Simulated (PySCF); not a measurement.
**Se+: excitation energy**

Se+ [Ar] 3d10 4s2 4p3 (4S) → Se+ [Ar] 3d10 4s1 4p4, s spin flipped, as a difference of total energies. All numbers are calculated (PySCF 2.14, a scalar-relativistic core potential, in aug-cc-pVDZ-PP with ECP10MDF (5s4p3d, 32 functions)). Correlated levels: valence: 3s2 3p6 3d10 frozen. The calculations carry no spin-orbit coupling.

```csv
method,excitation energy (cm⁻¹)
UHF,134290
MP2 (valence),121730
SCS-MP2 (valence),119460
```

The upper determinant mixes two multiplicities, so it lies between the two terms.

The coupled-cluster amplitudes are large for the upper state (T1 above 0.03 or a double amplitude above 0.15), so a single reference is strained.
